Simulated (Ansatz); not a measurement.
Born–Oppenheimer molecular dynamics of Ge₂H₈ (10 atoms, charge 0, multiplicity 1). It starts at the highest image of a converged band. Of that band: A structure lower than the last end lies on the path between it and the top, so the climb from that side starts below the end, which may itself be a saddle point or a shallow side well. Neighbouring images differ by up to 3.2 eV, so the band resolves the path poorly. A vibrational analysis at the climbing image gives one clearly imaginary mode, 1809i cm⁻¹: a first-order saddle point.

Theory: Ansatz, RKS PBE0-D4/def2-SVP.

```yaml
ensemble: NVE (velocity Verlet)
time_step: 0.5 fs
steps_asked: 200
starting_velocities_drawn_for: 300 K
seed: 5564
```

Frames 1 fs apart, positions in Å, forces in eV/Å.

Velocities at 35 fs (Å/ps):

```
Ge 0.21 -0.73 -6.38
Ge -2.08 -0.30 8.36
H 58.57 8.95 -56.82
H -9.56 5.04 -50.22
H -49.09 -18.22 7.85
H -7.21 6.63 11.41
H 10.79 -4.45 34.18
H 31.89 14.21 -19.51
H 48.21 25.81 -121.69
H 51.72 36.39 52.55
```

```xyz
10
Properties=species:S:1:pos:R:3:forces:R:3 time_fs=35 energy_less_start_eV=-2.215 T=2435
Ge -0.069 0.130 -0.279 1.41 0.39 -2.89
Ge -0.399 0.013 2.796 1.86 0.60 0.57
H 0.149 0.461 4.170 -0.74 0.24 0.23
H 0.985 -0.728 2.470 -1.24 -0.04 -0.30
H -0.623 1.181 1.807 0.45 0.23 0.66
H 1.271 -0.579 0.068 -0.33 0.37 -0.09
H -0.028 1.670 -0.245 0.08 -0.17 0.19
H -0.399 -0.167 -1.796 0.31 0.01 0.30
H -1.192 -0.510 0.370 -1.38 -0.76 0.94
H -1.762 -0.585 2.659 -0.41 -0.87 0.39
10
Properties=species:S:1:pos:R:3:forces:R:3 time_fs=36 energy_less_start_eV=-1.843 T=2081
Ge -0.069 0.130 -0.285 3.41 1.60 -3.87
Ge -0.401 0.013 2.804 2.97 0.95 0.09
H 0.205 0.472 4.115 -0.57 0.41 0.73
H 0.969 -0.724 2.419 -1.26 -0.06 -0.23
H -0.670 1.164 1.817 0.47 0.34 0.52
H 1.262 -0.571 0.079 -0.24 0.29 -0.10
H -0.017 1.665 -0.210 0.06 -0.14 0.13
H -0.365 -0.153 -1.815 0.37 0.07 0.27
H -1.153 -0.489 0.254 -3.49 -1.92 2.10
H -1.714 -0.554 2.713 -1.71 -1.53 0.35
10
Properties=species:S:1:pos:R:3:forces:R:3 time_fs=37 energy_less_start_eV=-1.517 T=1772
Ge -0.068 0.129 -0.292 4.60 2.39 -4.19
Ge -0.402 0.013 2.812 3.73 1.22 -0.34
H 0.254 0.486 4.066 -0.38 0.54 1.11
H 0.942 -0.719 2.365 -1.20 -0.11 -0.16
H -0.713 1.150 1.833 0.45 0.43 0.37
H 1.252 -0.560 0.089 -0.10 0.17 -0.07
H -0.005 1.658 -0.174 0.02 -0.11 0.08
H -0.328 -0.138 -1.830 0.41 0.14 0.21
H -1.147 -0.486 0.158 -4.80 -2.64 2.57
H -1.681 -0.537 2.771 -2.74 -2.03 0.42
10
Properties=species:S:1:pos:R:3:forces:R:3 time_fs=38 energy_less_start_eV=-1.627 T=1876
Ge -0.067 0.129 -0.300 3.84 2.10 -3.66
Ge -0.403 0.013 2.821 3.63 1.24 -0.62
H 0.300 0.505 4.029 -0.23 0.59 1.30
H 0.903 -0.716 2.310 -1.05 -0.20 -0.10
H -0.751 1.140 1.853 0.40 0.49 0.24
H 1.240 -0.547 0.099 0.05 0.01 -0.02
H 0.007 1.650 -0.137 -0.04 -0.06 0.04
H -0.287 -0.121 -1.844 0.43 0.19 0.15
H -1.186 -0.508 0.086 -4.13 -2.25 2.12
H -1.675 -0.539 2.833 -2.90 -2.11 0.56
10
Properties=species:S:1:pos:R:3:forces:R:3 time_fs=39 energy_less_start_eV=-2.039 T=2268
Ge -0.065 0.129 -0.308 1.77 1.08 -2.87
Ge -0.404 0.013 2.829 2.61 0.96 -0.62
H 0.344 0.530 4.003 -0.19 0.54 1.24
H 0.854 -0.715 2.254 -0.85 -0.31 -0.05
H -0.785 1.135 1.874 0.31 0.50 0.15
H 1.228 -0.534 0.108 0.21 -0.16 0.05
H 0.018 1.642 -0.100 -0.10 -0.02 0.01
H -0.242 -0.103 -1.856 0.41 0.22 0.12
H -1.263 -0.551 0.034 -2.10 -1.11 1.34
H -1.696 -0.561 2.900 -2.07 -1.71 0.64
10
Properties=species:S:1:pos:R:3:forces:R:3 time_fs=40 energy_less_start_eV=-2.347 T=2564
Ge -0.063 0.129 -0.317 -0.20 0.11 -2.29
Ge -0.404 0.013 2.837 1.20 0.59 -0.31
H 0.386 0.560 3.990 -0.26 0.38 0.99
H 0.797 -0.717 2.197 -0.61 -0.43 -0.02
H -0.817 1.135 1.897 0.22 0.47 0.10
H 1.219 -0.523 0.117 0.34 -0.32 0.12
H 0.029 1.634 -0.062 -0.17 0.02 -0.01
H -0.194 -0.083 -1.867 0.36 0.23 0.10
H -1.360 -0.605 -0.005 -0.13 0.00 0.75
H -1.736 -0.600 2.973 -0.75 -1.05 0.58
10
Properties=species:S:1:pos:R:3:forces:R:3 time_fs=41 energy_less_start_eV=-2.383 T=2601
Ge -0.061 0.130 -0.325 -1.43 -0.50 -1.96
Ge -0.404 0.014 2.845 -0.05 0.30 0.20
H 0.426 0.594 3.986 -0.41 0.14 0.62
H 0.734 -0.723 2.140 -0.37 -0.53 0.00
H -0.846 1.140 1.922 0.13 0.39 0.10
H 1.213 -0.514 0.128 0.40 -0.43 0.16
H 0.038 1.625 -0.025 -0.23 0.03 -0.03
H -0.141 -0.061 -1.877 0.28 0.23 0.09
H -1.459 -0.659 -0.036 1.20 0.73 0.42
H -1.784 -0.648 3.052 0.48 -0.37 0.39
10
Properties=species:S:1:pos:R:3:forces:R:3 time_fs=42 energy_less_start_eV=-2.216 T=2441
Ge -0.059 0.130 -0.334 -1.99 -0.81 -1.73
Ge -0.404 0.014 2.854 -0.89 0.16 0.72
H 0.461 0.628 3.987 -0.58 -0.13 0.24
H 0.667 -0.734 2.083 -0.18 -0.59 0.05
H -0.874 1.148 1.947 0.05 0.29 0.14
H 1.210 -0.510 0.141 0.38 -0.48 0.16
H 0.044 1.617 0.012 -0.28 0.01 -0.07
H -0.086 -0.036 -1.886 0.19 0.22 0.09
H -1.547 -0.706 -0.064 1.94 1.13 0.24
H -1.827 -0.700 3.134 1.35 0.19 0.16
10
Properties=species:S:1:pos:R:3:forces:R:3 time_fs=43 energy_less_start_eV=-1.974 T=2209
Ge -0.057 0.130 -0.344 -2.09 -0.94 -1.54
Ge -0.404 0.015 2.862 -1.36 0.10 1.14
H 0.491 0.662 3.991 -0.71 -0.38 -0.09
H 0.599 -0.750 2.027 -0.07 -0.57 0.14
H -0.901 1.159 1.973 0.00 0.17 0.19
H 1.211 -0.511 0.154 0.27 -0.47 0.10
H 0.048 1.609 0.048 -0.32 -0.02 -0.10
H -0.029 -0.009 -1.894 0.10 0.20 0.08
H -1.617 -0.743 -0.089 2.31 1.32 0.15
H -1.858 -0.751 3.218 1.87 0.59 -0.07
10
Properties=species:S:1:pos:R:3:forces:R:3 time_fs=44 energy_less_start_eV=-1.761 T=2004
Ge -0.056 0.130 -0.353 -1.92 -0.99 -1.35
Ge -0.405 0.015 2.870 -1.56 0.05 1.40
H 0.514 0.692 3.994 -0.79 -0.58 -0.35
H 0.530 -0.772 1.972 -0.04 -0.48 0.30
H -0.929 1.171 2.002 -0.03 0.05 0.24
H 1.215 -0.515 0.169 0.09 -0.41 0.01
H 0.049 1.601 0.084 -0.34 -0.08 -0.15
H 0.029 0.020 -1.902 0.01 0.19 0.07
H -1.665 -0.766 -0.112 2.46 1.39 0.09
H -1.871 -0.795 3.301 2.12 0.86 -0.27
10
Properties=species:S:1:pos:R:3:forces:R:3 time_fs=45 energy_less_start_eV=-1.638 T=1885
Ge -0.055 0.130 -0.363 -1.67 -1.02 -1.16
Ge -0.405 0.015 2.879 -1.61 -0.03 1.48
H 0.530 0.717 3.994 -0.79 -0.73 -0.51
H 0.460 -0.798 1.920 -0.07 -0.32 0.51
H -0.957 1.184 2.032 -0.05 -0.07 0.29
H 1.220 -0.524 0.184 -0.11 -0.32 -0.11
H 0.047 1.593 0.118 -0.35 -0.13 -0.19
H 0.087 0.050 -1.909 -0.07 0.17 0.07
H -1.689 -0.777 -0.135 2.52 1.41 0.05
H -1.863 -0.832 3.382 2.20 1.04 -0.43
10
Properties=species:S:1:pos:R:3:forces:R:3 time_fs=46 energy_less_start_eV=-1.632 T=1880
Ge -0.054 0.129 -0.373 -1.40 -1.04 -0.99
Ge -0.406 0.016 2.888 -1.61 -0.16 1.43
H 0.538 0.734 3.990 -0.73 -0.82 -0.58
H 0.390 -0.828 1.873 -0.11 -0.12 0.74
H -0.985 1.196 2.066 -0.05 -0.17 0.31
H 1.223 -0.536 0.198 -0.31 -0.22 -0.23
H 0.041 1.582 0.150 -0.35 -0.19 -0.23
H 0.144 0.082 -1.915 -0.14 0.16 0.10
H -1.689 -0.774 -0.157 2.53 1.41 0.01
H -1.835 -0.859 3.459 2.15 1.14 -0.55
```

Of the whole run (100 fs, mean temperature of the second half 2547 K): The conserved energy stayed within 1 meV per atom of its start (net change -0.32 meV per atom), so the integration is sound. The kinetic energy rose, since the run started high on the potential surface and went downhill. It ends in pieces (GeH4 + GeH4), so much of that is their flight and rotation, not heat. A run of 0.1 ps of so small a system gives no equilibrium averages. The orbitals stay closed-shell, which can raise the energy where a bond breaks towards radicals; this wasn't checked here.

The run took 9.7 min on 2 threads of Arm Neoverse V1 (shared host), peak memory 0.24 GiB.
